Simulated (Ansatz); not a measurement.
`Cl[SiH](Cl)[GeH3]` + `NC(F)(F)O[SiH3]` → `N[C](F)(F)[GeH3]` + `[SiH3]O[SiH](Cl)Cl`  (redistribution)

Program: Ansatz. Geometries: PBE0-D4/def2-TZVP. ΔE: electronic, gas phase. CBS: MP2 limit from def2 TZ/QZ plus the TZ coupled-cluster correction, frozen cores. DFT in def2-TZVPP. B3LYP here is the variant with VWN-RPA as its local correlation; programs differ in this. For Ge outer-core shells are correlated without core-valence functions, which leaves a few kJ/mol of doubt a bond. Scalar relativity is left out up to krypton. One conformer a species, not always the lowest.

`Cl[SiH](Cl)[GeH3]`:

Cartesian coordinates in Å:
```
Cl -0.850 -2.462 0.314
Si 0.555 -0.974 0.168
Cl 1.715 -1.307 -1.492
Ge -0.539 1.123 -0.048
H 1.440 -1.091 1.349
H 0.509 2.239 -0.172
H -1.416 1.095 -1.306
H -1.414 1.377 1.188
```

`NC(F)(F)O[SiH3]`:

```xyz
11

N     1.671    0.658    0.948
C     0.793    0.261   -0.065
F     0.432    1.347   -0.803
F     1.382   -0.572   -0.992
O    -0.284   -0.355    0.454
Si   -1.771   -0.505   -0.297
H     1.789   -0.081    1.626
H     2.562    0.945    0.570
H    -2.475   -1.518    0.517
H    -1.605   -0.965   -1.695
H    -2.494    0.786   -0.262
```

`N[C](F)(F)[GeH3]`:

Cartesian coordinates in Å:
```
N -0.825 -0.775 1.197
C 0.293 -0.039 0.733
F 0.379 1.087 1.496
F 1.402 -0.790 0.986
Ge 0.345 0.514 -1.200
H -1.681 -0.245 1.095
H -0.911 -1.658 0.712
H -0.899 1.377 -1.464
H 1.625 1.297 -1.511
H 0.272 -0.768 -2.045
```

`[SiH3]O[SiH](Cl)Cl`:

Z-matrix (Å, degrees):
```
Si
O 1 1.649
H 1 1.483 2 109.5
H 1 1.481 2 107.2 3 -119.7
H 1 1.483 2 109.6 3 120.7
Si 2 1.607 1 146.6 3 -62.2
Cl 6 2.039 2 110.0 1 56.7
Cl 6 2.039 2 110.0 1 -62.7
H 6 1.468 2 109.9 1 177.0
```

CCSD(T)/CBS gives -0.94 eV.

Question: Another level gave -0.91 eV. Which?
A. PBE-D4/def2-TZVPP
B. ωB97X-V/def2-TZVPP
C. ωB97M-V/def2-TZVPP
D. B3LYP-D4/def2-TZVPP

Answer: D. B3LYP-D4 -0.91, ωB97X-V -0.82, ωB97M-V -0.86, PBE-D4 -0.74 eV.

Largest T1 diagnostic among the species: 0.012.
